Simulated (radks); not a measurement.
The sulfur anion S-, [Ne] 3s2 3p5, held by a Watson sphere: a shell of charge +1 at radius R that stands for the Madelung well of a crystal (potential energy -1/R inside, -1/r outside, in hartree with lengths in bohr). Method: scalar-relativistic Kohn-Sham, LB94 model potential, spin-polarised, spherical densities, finite nucleus; open shells are filled with parallel spins first; Fermi nuclear charge, rms radius of each element as measured or else 0.836 A^(1/3) + 0.57 fm; computed with a radial shooting solver on a logarithmic mesh with Libxc functionals. Response by self-consistent Sternheimer equations with the Hartree and adiabatic LDA kernel, the relativistic mass of each level held fixed and spin-orbit coupling left out. The sphere does not respond.

| R (bohr) | e(3s down) (eV) | e(3p up) (eV) | e(3p down) (eV) | <r> 3p (bohr) | sum of <r^2> (bohr^2) | X-ray form factor at sin(theta)/lambda = 0.3 1/angstrom | alpha (bohr^3) |
|---|---|---|---|---|---|---|---|
| 2.29 | -21.485 | -11.937 | -11.571 | 2.103 | 35.48 | 9.068 | 24.08 |
| 3.14 | -19.981 | -10.577 | -10.235 | 2.193 | 38.30 | 9.067 | 31.00 |
| 4.3 | -18.414 | -9.026 | -8.695 | 2.256 | 40.45 | 9.076 | 39.49 |
| 4.52 | -18.171 | -8.782 | -8.452 | 2.263 | 40.69 | 9.076 | 40.79 |
| 4.64 | -18.045 | -8.655 | -8.325 | 2.266 | 40.81 | 9.077 | 41.45 |
| 4.65 | -18.035 | -8.644 | -8.315 | 2.266 | 40.82 | 9.077 | 41.51 |
